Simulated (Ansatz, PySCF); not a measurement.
System: SF₃ (charge 0, doublet). It need not be the lowest isomer of its formula. 
Structure (B3LYP-D3(BJ)/def2-TZVP (Ansatz, a quantum-chemistry and plane-wave program) minimum search):
```
S
F 1 1.5809
F 1 1.6775 2 88.13
F 1 1.6775 2 88.13 3 165.90
```
Charge 0, spin multiplicity 2.

Total electronic energies in hartree. Correlated levels leave the core frozen unless marked. Open shells are spin-unrestricted. No spin-orbit coupling. No relativistic terms. CBS marks a two-point X^-3 extrapolation of the correlation energy; Hartree-Fock from the larger set. [CCSD(T)-MP2]/basis is that difference in the basis named.

| level | program | energy (Eh) |
|---|---|---|
| HF/aug-cc-pV(T+d)Z | Ansatz | -695.88341 |
| PBE/def2-TZVPD | Ansatz | -697.37179 |
| PBE-D3(BJ)/def2-TZVPD | Ansatz + dftd3 | -697.37346 |
| BP86-D3(BJ)/def2-TZVPD | PySCF + dftd3 | -697.85719 |
| M06-L-D4/def2-TZVPD | PySCF + dftd4 | -697.73899 |
| B3LYP-D3(BJ)/def2-TZVPD | Ansatz + dftd3 | -697.81993 |
| PBE0/STO-3G | Ansatz | -688.39446 |
| PBE0/def2-TZVPD | Ansatz | -697.37814 |
| BHLYP-D4/def2-TZVPD | Ansatz + dftd4 | -697.67482 |
| TPSSh-D3(BJ)/def2-TZVPD | PySCF + dftd3 | -697.81041 |
| r2SCANh/def2-TZVPD | Ansatz | -697.63462 |
| LC-wPBE/def2-TZVPD | Ansatz | -697.52473 |
| B2PLYP-D3(BJ)/def2-TZVPD | Ansatz + dftd3 | -697.51956 |
| B2PLYP-D4/def2-TZVPD | Ansatz + dftd4 | -697.51959 |
| RPA@PBE/cc-pV(T+d)Z | Ansatz | -697.23682 |
| MP2/aug-cc-pV(D+d)Z | Ansatz | -696.55618 |
| RI-MP2/aug-cc-pV(T+d)Z | Ansatz | -696.85434 |
| RI-MP2/CBS(aug-cc-pV(T+d)Z,aug-cc-pV(Q+d)Z) | Ansatz | -697.0076 |
| SCS-MP2/6-31G* | Ansatz | -696.32231 |
| SCS-MP2/cc-pVTZ | Ansatz | -696.77892 |
| CCSD(T)/6-31G | Ansatz | -695.97653 |
| CCSD(T)/cc-pVTZ | Ansatz | -696.84772 |
| RI-MP2/CBS(cc-pV(T+d)Z,cc-pV(Q+d)Z)+[CCSD(T)-MP2]/cc-pV(T+d)Z | Ansatz | -697.0432 |

Totals of different functionals don't rank their quality; only differences between species are comparable.
